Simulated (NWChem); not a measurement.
Molecule: SeCl4; SMILES [Se](Cl)(Cl)(Cl)Cl

Program: NWChem. Medium grid unless said otherwise, to which SCAN and Minnesota functionals are sensitive. Geometry: optimised at PBE-D3(BJ)/def2-SVP. B3LYP is NWChem's, with the RPA form of VWN correlation. Total energies of different functionals are on different scales.

```csv
level,energy (Ha),highest occupied level (eV),orbital gap (eV),dipole (D)
B3LYP/def2-SVP,-4241.5387,-7.87,3.49,0.16
PBE/def2-SVP,-4240.3654,-7.06,2.20,0.05
BP86/def2-SVP,-4241.9235,-7.18,2.19,0.04
PW91/def2-SVP,-4241.5754,-7.11,2.20,0.05
M06/def2-SVP,-4241.3231,-8.14,3.93,0.08
PBE0/def2-SVP,-4240.5641,…,…,…
SCAN/def2-SVP,-4241.8059,-7.50,2.36,0.05
```

Problem. Fill in the missing entries.

Solution. 
- PBE0/def2-SVP, highest occupied level (eV): -8.21
- PBE0/def2-SVP, orbital gap (eV): 3.89
- PBE0/def2-SVP, dipole (D): 0.21
